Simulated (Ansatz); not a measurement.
Cartesian coordinates (Å):
SMILES: CB=O
```xyz
6

C     -0.5191     0.0058    -0.0054
B      1.0116    -0.0113     0.0106
O      2.2162    -0.0248     0.0232
H     -0.9032    -0.7013    -0.7424
H     -0.9163    -0.2689     0.9730
H     -0.8892     1.0004    -0.2590
```
Charge 0, spin multiplicity 1.

These are frozen-core CCSD(T)/cc-pVTZ // B3LYP-D3(BJ)/def2-TZVP in Ansatz (a program for electronic structure) values and carry that method's errors.

The HF energy comes out as -139.27777 Ha and the MP2 correlation energy comes out as -0.50204 Ha.

### Question
Estimate the CCSD correlation energy, the (T) correction, the total energy and the T1 diagnostic.

### Answer

| Item | Value |
|---|---|
| CCSD correlation energy | -0.51614 Ha |
| (T) correction | -0.02162 Ha |
| CCSD(T) total energy | -139.81553 Ha |
| T1 diagnostic | 0.016 |
